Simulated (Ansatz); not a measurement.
Ansatz results at the PBE0-D4/def2-TZVP geometry: HOMO–LUMO gap (PBE/def2-TZVPP) 6.71 eV; HOMO–LUMO gap (B3LYP/def2-TZVPP) 8.53 eV; HOMO energy (PBE0/def2-TZVPP) -8.27 eV.

Each molecule was computed in one conformer, which needn't be the lowest.

Task: Which molecule gave them?
A. `C/N=C/[SeH]`
B. `CN[SiH](N)O`
C. `NBO[SiH2]F`
D. `B1COCS1`

Result: C. The others give `C/N=C/[SeH]`: 4.40, 6.06, -6.79; `B1COCS1`: 4.28, 6.19, -7.55; `CN[SiH](N)O`: 5.48, 7.11, -6.62.

B3LYP here is the variant with VWN-RPA as its local correlation; programs differ in this.
